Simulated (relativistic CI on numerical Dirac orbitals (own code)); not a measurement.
**What each ingredient does to the levels of Os XXXIV**

Base calculation: Dirac-Coulomb-Breit CI, separate exchange-only KLI orbitals for each configuration, model QED, unscaled Slater integrals.

Configurations in the expansion (outside the closed core [Ar] 3d10): 4s2 4p6 4d7, 4s2 4p5 4d8, 4s2 4p6 4d6 4f, 4s 4p6 4d8, 4s2 4p5 4d7 4f, 4s 4p6 4d7 4f, 4s2 4p6 4d6 5s, 4s2 4p6 4d5 4f 5s, 4s2 4p6 4d6 5p, 4s2 4p5 4d7 5s, 4s2 4p6 4d6 5f, 4s2 4p6 4d5 5s 5p, 4p6 4d8 4f, 4s2 4p6 4d6 6s, 4s 4p6 4d7 5s, 4p6 4d9, 4p5 4d10, 4p5 4d9 4f, 4s2 4p6 4d5 5s2, 4s2 4p6 4d4 4f 5s2, 4s2 4p5 4d5 4f 5s2, 4s 4p6 4d5 4f 5s2, 4p6 4d8 5s, 4p5 4d9 5s, 4p5 4d8 4f 5s, 4p6 4d7 5s2, 4p5 4d8 5s2, 4p6 4d6 4f 5s2, 4p5 4d7 4f 5s2. Double excitations out of closed p, d and f shells are left out; levels of such configurations are missing from the list, as are those of other unlisted configurations, and high levels can miss mixing partners.

Variants: (1) valence Slater integrals scaled by 0.9; (2) configuration mixing switched off; (3) only the first 3 configurations. Shifts of the energy above 4s2 4p6 4d7 4F_9/2, in cm⁻¹, for the lowest level and the first level of each name with at least 55 % of one term (blank where a level changes its place among those of its configuration and J or its character, or is not in the variant):

```csv
Level,Base,Δ(1),Δ(2),Δ(3)
4s2 4p6 4d7 4F_9/2,0,0,0,0
4s2 4p6 4d7 4F_7/2,147106,+1075,-989,-989
4s2 4p6 4d7 4P_5/2,186298,-2526,-1977,-1977
4s2 4p6 4d7 2H_11/2,200275,-4443,+1484,+1484
4s2 4p6 4d7 2F_5/2,240074,-8874,-1185,-1185
4s2 4p6 4d7 2D_3/2,300989,-13505,-5481,-5481
4s2 4p6 4d7 4F_5/2,324442,-1648,-2976,-2976
4s2 4p5 4d8 4G°_11/2,1542060,+9149,-4765,-24240
```

At this charge energies of transitions that change n are usually good to better than 1 %, and those within a shell (Δn = 0) to a few per cent. Terms inside the open d or f shell come out 10 to 20 % too wide with unscaled integrals.

Ionisation energy from the two ground configurations alone: base 1420.15 eV. The NIST ASD value (theoretical) is 1420 eV.

LS names give the leading component of a level, which can be under half, so a name can repeat, a term be missing and a line seem to break the LS rules.
